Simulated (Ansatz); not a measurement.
A nudged elastic band was laid between two geometries of ClGaH₅N (8 atoms, charge 0, multiplicity 1).

All numbers below come from RHF/def2-SVP in Ansatz 0.2.0.

```yaml
movable_images: 9
climbing_image: yes
spring: 5.0 eV/Å²
optimiser: quadratic models (default)
start_path: through a guess of the saddle point
force_threshold: 0.05 eV/Å
iteration_limit: 60
end_points: relaxed
```

Initial state:

```xyz
8
Properties=species:S:1:pos:R:3
Ga 0.033 -0.091 0.178
Cl -0.204 0.803 2.206
H 1.476 0.076 -0.424
H -1.292 -0.094 -0.671
N 0.090 -2.132 0.903
H -0.592 -2.732 0.466
H 0.996 -2.559 0.797
H -0.118 -2.088 1.890
```

Final state:

```xyz
8
Properties=species:S:1:pos:R:3
Ga 0.137 -0.551 -0.491
Cl -0.327 -0.048 3.246
H 1.520 0.141 -0.734
H -1.245 -0.078 -1.052
N 0.132 -2.051 0.583
H -0.651 -2.679 0.607
H 0.976 -2.551 0.793
H -0.154 -0.999 2.394
```

Task: Which bonds break or form, and what moves?

Result: Bonds broken: Ga1–Cl2, N5–H8. Bonds formed: Cl2–H8. ClGaH5N becomes ClH + GaH4N.

Task: What energy profile does the band end with?

Result: The forces met the threshold. The highest image is number 7 of 0 to 10, 2.03 eV above the first end and 0.13 eV above the last; the last end lies 1.90 eV above the first. A vibrational analysis at the climbing image gives one clearly imaginary mode, 605i cm⁻¹: a first-order saddle point. The orbitals stay closed-shell, which can raise the energy where a bond breaks towards radicals; this wasn't checked here.

| image | path coordinate (Å) | energy (eV) | Ga1–Cl2 (Å) | N5–H8 (Å) | Cl2–H8 (Å) |
| --- | --- | --- | --- | --- | --- |
| 0 | 0.00 | 0.00 | 2.23 | 1.01 | 2.91 |
| 1 | 0.23 | 0.01 | 2.24 | 1.01 | 2.74 |
| 2 | 0.47 | 0.07 | 2.26 | 1.01 | 2.47 |
| 3 | 0.70 | 0.23 | 2.33 | 1.01 | 2.21 |
| 4 | 0.94 | 0.57 | 2.48 | 1.03 | 2.01 |
| 5 | 1.17 | 1.11 | 2.67 | 1.09 | 1.83 |
| 6 | 1.40 | 1.78 | 2.81 | 1.28 | 1.61 |
| 7 | 1.64 | 2.03 | 2.89 | 1.55 | 1.40 |
| 8 | 1.98 | 1.94 | 3.17 | 1.90 | 1.31 |
| 9 | 2.33 | 1.91 | 3.51 | 2.09 | 1.29 |
| 10 | 2.67 | 1.90 | 3.80 | 2.11 | 1.29 |

Task: What is the geometry of the highest image?

Result: 
```xyz
8
Properties=species:S:1:pos:R:3:forces:R:3
Ga 0.094 -0.440 -0.205 0.00 0.00 0.00
Cl -0.261 0.075 2.618 0.00 -0.01 0.00
H 1.499 0.178 -0.493 0.00 0.00 0.00
H -1.287 -0.033 -0.808 0.00 0.00 0.00
N 0.112 -2.084 0.772 0.00 -0.01 0.00
H -0.648 -2.729 0.639 0.00 0.00 -0.01
H 0.972 -2.606 0.812 0.00 0.00 0.00
H -0.093 -1.177 2.009 0.00 0.01 0.01
```

Task: What are the harmonic wavenumbers there?

Result: 605i, 107, 328, 413, 469, 615, 656, 666, 784, 829, 858, 1114, 1515, 1680, 2087, 2098, 3738, 3830 cm⁻¹.

The run took 4.7 min on 1 thread of Arm Neoverse V1, with other jobs on the host, peak memory 0.17 GiB.
